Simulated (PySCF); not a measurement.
```xyz
3
charge 0 multiplicity 4, angstrom
Cu    0.2806    0.0000   -0.1413
N    -1.3823    0.0000    0.5975
H     1.7228    0.0000    0.3742
```

These are results of UPBE0/[Cu def2-TZVP, N def2-TZVP, H def2-TZVP], no relativity, density fitting, PySCF, not measurements.

This geometry of HCuN is a stationary point at this level.

Q: What is the point group?

A: Cs.

Q: Is it a minimum?

A: Yes: all harmonic wavenumbers are real.

Q: Which band is strongest in the infrared?

A: 275 cm⁻¹ (a'), 218 km/mol.

Q: What are the dipole moment and the gap between the highest occupied and lowest empty levels of either spin?

A: 1.59 D and 3.48 eV.

Q: Give the atomic charges and bond orders.

A: 
| atom | Mulliken | Löwdin | polar tensor | spin (Mulliken) | Mayer order to Cu1 |
| --- | --- | --- | --- | --- | --- |
| Cu1 | 0.21 | 0.15 | 0.39 | 0.35 | – |
| N2 | -0.12 | -0.01 | -0.09 | 2.49 | 0.94 |
| H3 | -0.09 | -0.14 | -0.30 | 0.16 | 0.94 |

Other isomers or separated fragments may lie lower. With open d or f shells other occupations or spin states may lie lower.
